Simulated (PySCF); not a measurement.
Dipole response of K (potassium, neutral)

[Ar] 4s1, 2S determinant. All numbers are calculated (PySCF 2.14, the spin-free X2C one-electron Hamiltonian (Gaussian nucleus), in dyall-acv3z (25s18p7d3f, 135 functions)). Coupled (time-dependent) response in atomic units; α is the mean over directions.

```json
{"method": "M06", "mean α (bohr³)": "268.4", "C₆ (like pair)": "2998", "S(−4)": "96560"}
```

S(−4) is the Cauchy moment in α(ω) = α(0) + S(−4) ω² + …

Reference α: 289.7 ± 0.3 bohr³ (recommended; Schwerdtfeger and Nagle, table of static dipole polarizabilities (2023 update)). Published C₆: 3923 (Chu and Dalgarno (2004); Tang, Norbeck and Certain (1976)).

α(iu) at M06:

```tsv
u (hartree)	α(iu) (bohr³)
0	268.4
0.0500	144.3
0.100	64.43
0.200	23.64
0.300	13.68
0.500	7.628
0.750	4.987
1.00	3.610
1.50	2.141
2.00	1.405
3.00	0.7365
5.00	0.3123
```
